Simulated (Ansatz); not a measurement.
**Telling isomers of CH2FNTe apart by their spectra**

These gas-phase data were calculated for one isomer of CH2FNTe at B3LYP-D3(BJ)/def2-SVP (harmonic, unscaled wavenumbers; equilibrium rotational constants with average atomic masses):

```
rotational constants            : 10.71, 2.172, 1.806 GHz
all wavenumbers above 1500 cm⁻¹ : 3472, 2133, 1780
```

Candidates:

(1) `NC(F)=[Te]`, a singlet
(2) `[H]/N=C(\F)[TeH]`, a singlet
(3) `F/C=[NH+]/[Te-]`, a singlet

Problem. Which structure fits?

Solution. Candidate (2). No mode falls between 2750 and 3290 cm⁻¹, where the C–H stretch of (3) would stand. 1 mode lies between 3250 and 3800 cm⁻¹, one for each N–H bond, while (1) has 2.

The same quantities for all candidates:

|  | rotational constants (GHz) | wavenumbers above 1500 cm⁻¹ | E above the lowest, B3LYP-D3(BJ)/def2-SVP (kcal/mol) |
| --- | --- | --- | --- |
| (1) | 11.37, 2.104, 1.776 | 3701, 3546, 1597 | 0.0 |
| (2) | 10.71, 2.172, 1.806 | 3472, 2133, 1780 | 10.6 |
| (3) | 59.13, 1.229, 1.204 | 3519, 3234, 1682 | 13.4 |

Each candidate is one conformer. Atoms past krypton carry core potentials. Programs: Ansatz 0.2.0.
